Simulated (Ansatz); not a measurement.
Total energies of `C[N](C)[Ge][NH2]`.

```xyz
13

C     0.2587    0.3853    1.0970
N     0.3509   -0.0237   -0.2768
C     1.7110   -0.1790   -0.7262
Ge   -0.9968   -0.4055   -1.4676
N    -2.4507   -0.2172   -0.3725
H    -0.7618    0.6614    1.3636
H     0.5901   -0.4037    1.7874
H     0.8891    1.2655    1.2842
H     2.2470   -0.9470   -0.1505
H     2.2774    0.7579   -0.6292
H     1.7314   -0.4775   -1.7780
H    -2.4735   -0.0683    0.6234
H    -3.3727   -0.3482   -0.7548
```

Total charge 0; spin multiplicity 1. Correlated methods include outer-core shells of Ge, which these sets cover unevenly. Scalar relativity is left out up to krypton. The geometry is a stationary point of PBE0-D4/def2-TZVP. It is one conformer, not always the lowest. Basis def2-TZVPP, Ansatz 0.2.0.

RPA on PBE orbitals: Hartree–Fock energy of these orbitals -2264.67621 Eh, correlation -1.63843 Eh (frozen core).

```
             functional  energy without D4 (Eh)  D4 term (kJ/mol)
            LDA (SPW92)             -2262.81794                 –
                    PBE             -2267.07066             -28.5
                 revPBE             -2267.40942             -90.0
                   BLYP             -2267.60758             -63.0
                 r2SCAN             -2267.50760              -7.1
                 B97M-V             -2267.22032                 –
                   PBE0             -2267.13996             -24.1
                  B3LYP             -2267.68561             -45.9
                r2SCANh             -2267.48964              -7.5
                r2SCAN0             -2267.46442              -8.3
HSE06 (plane-wave form)             -2267.12987             -22.4
                  BHLYP             -2267.49054             -34.5
              CAM-B3LYP             -2267.65652             -24.3
                LC-ωPBE             -2267.23355                 –
                ωB97X-V             -2267.37976                 –
                ωB97M-V             -2267.42530                 –
                 B2PLYP             -2267.09998                 –
               PBE-QIDH             -2266.78472                 –
```

B3LYP takes the VWN-RPA correlation (the form of Gaussian; ORCA's B3LYP/G). HSE06 is the plane-wave form, built on full-range PBE exchange. The double hybrids freeze the cores in their second-order part.

LC-ωPBE has ω = 0.4 bohr⁻¹.
